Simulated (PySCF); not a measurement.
H₅O₃PSi, SMILES O[Si](O)(O)P.

The structure is a stationary point at B3LYP-D3(BJ)/def2-SVP. The structure was generated by enumeration, and PubChem lists no compound with its InChIKey, so it may never have been made. Other conformers were not sampled.

These are PBE/def2-TZVP run with PySCF values and carry that method's errors.

- total energy = -859.26473 hartree
- highest occupied level = -6.42 eV
- lowest empty level = -0.53 eV
- orbital gap = 5.89 eV
- dipole moment = 1.39 D
- quadrupole, principal values (traceless, Buckingham form, about the centre of nuclear charge) = -2.41, -1.35, 3.76 D·Å
- mean static polarisability = 62.5 bohr³ (9.26 Å³)
- polarisability, principal values = 57.0, 57.4, 73.1 bohr³
